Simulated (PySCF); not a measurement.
# Potential energy of CBr along the bond

Set-up: PySCF, scalar-relativistic core potentials, basis sets C cc-pVTZ, Br cc-pVTZ-PP with ECP10. Energies in eV from C + Br in their ground configurations at the same level. State: ²Π (doublet), unpaired electrons π ↑.

All columns are PBE0. A positive dipole means C(−)Br(+).

```json
{"R (Å)": "1.568", "E (eV)": "-2.664", "μ (D)": "2.70", "Mulliken charge on C (basis-dependent)": "-0.33", "HOMO (eV)": "-5.50", "LUMO (eV)": "-2.68", "Mayer bond order": "1.83", "⟨S²⟩": "0.76"}
{"R (Å)": "1.641", "E (eV)": "-3.246", "μ (D)": "2.38", "Mulliken charge on C (basis-dependent)": "-0.28", "HOMO (eV)": "-5.77", "LUMO (eV)": "-2.90", "Mayer bond order": "1.75", "⟨S²⟩": "0.76"}
{"R (Å)": "1.714", "E (eV)": "-3.561", "μ (D)": "2.04", "Mulliken charge on C (basis-dependent)": "-0.23", "HOMO (eV)": "-6.05", "LUMO (eV)": "-3.13", "Mayer bond order": "1.67", "⟨S²⟩": "0.76"}
{"R (Å)": "1.768", "E (eV)": "-3.670", "μ (D)": "1.78", "Mulliken charge on C (basis-dependent)": "-0.19", "HOMO (eV)": "-6.25", "LUMO (eV)": "-3.29", "Mayer bond order": "1.62", "⟨S²⟩": "0.76"}
{"R (Å)": "1.823", "E (eV)": "-3.698", "μ (D)": "1.51", "Mulliken charge on C (basis-dependent)": "-0.16", "HOMO (eV)": "-6.45", "LUMO (eV)": "-3.45", "Mayer bond order": "1.57", "⟨S²⟩": "0.76"}
{"R (Å)": "1.878", "E (eV)": "-3.664", "μ (D)": "1.23", "Mulliken charge on C (basis-dependent)": "-0.12", "HOMO (eV)": "-6.64", "LUMO (eV)": "-3.61", "Mayer bond order": "1.53", "⟨S²⟩": "0.76"}
{"R (Å)": "1.951", "E (eV)": "-3.548", "μ (D)": "0.86", "Mulliken charge on C (basis-dependent)": "-0.08", "HOMO (eV)": "-6.88", "LUMO (eV)": "-3.82", "Mayer bond order": "1.48", "⟨S²⟩": "0.76"}
{"R (Å)": "2.042", "E (eV)": "-3.323", "μ (D)": "0.41", "Mulliken charge on C (basis-dependent)": "-0.03", "HOMO (eV)": "-7.17", "LUMO (eV)": "-4.08", "Mayer bond order": "1.42", "⟨S²⟩": "0.76"}
{"R (Å)": "2.151", "E (eV)": "-2.985", "μ (D)": "-0.11", "Mulliken charge on C (basis-dependent)": "0.03", "HOMO (eV)": "-7.47", "LUMO (eV)": "-4.37", "Mayer bond order": "1.35", "⟨S²⟩": "0.76"}
{"R (Å)": "2.297", "E (eV)": "-2.479", "μ (D)": "-0.76", "Mulliken charge on C (basis-dependent)": "0.09", "HOMO (eV)": "-7.79", "LUMO (eV)": "-4.72", "Mayer bond order": "1.28", "⟨S²⟩": "0.76"}
```

A fit through these points gives, at Re = 1.818 Å, μ = 1.53 D and dμ/dR = -5.00 D/Å; the reduced mass is 10.42 u.

Question: How strong is the fundamental in the double-harmonic approximation, I = 42.26·(dμ/dR)²/μred km/mol?

Answer: I = 42.26·(-5.00)²/10.42 = 101 km/mol at PBE0.

Spin–orbit coupling is left out. The state is the lowest determinant that a PBE0 search found; another state may lie lower at other levels.
